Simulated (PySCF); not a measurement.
Br₃W, neutral, multiplicity 4. Atoms are numbered in the order given.

```xyz
4

W      0.0000     0.0000     0.0000
Br    -2.4146     0.0000     0.0000
Br     1.2073     2.0911     0.0000
Br     1.2073    -2.0911     0.0000
```
Charge 0, spin multiplicity 4.

Geometry optimised at PBE-D3(BJ)/def2-SVP. The multiplicity is an assumed one; other spin states were not compared. The def2 effective core potentials stand for the cores of W; spin–orbit coupling is left out.

Computed with PBE-D3(BJ)/def2-SVP in PySCF 2.14.0.

Frequencies are harmonic and unscaled.

Modes within 1.5 cm⁻¹ of each other (mostly degenerate sets) share a row, with their intensities summed.

Computed normal modes with their intensities:
```
mode  ν (cm⁻¹)  IR (km/mol)  moving atoms (share of kinetic energy)
----  --------  -----------  --------------------------------------
1           51          0.4                         W 57 %, Br 43 %
2–3         59          0.1                         Br 86 %, W 14 %
4          233          0.0                                Br 100 %
5–6        285         60.0                         Br 58 %, W 42 %
```
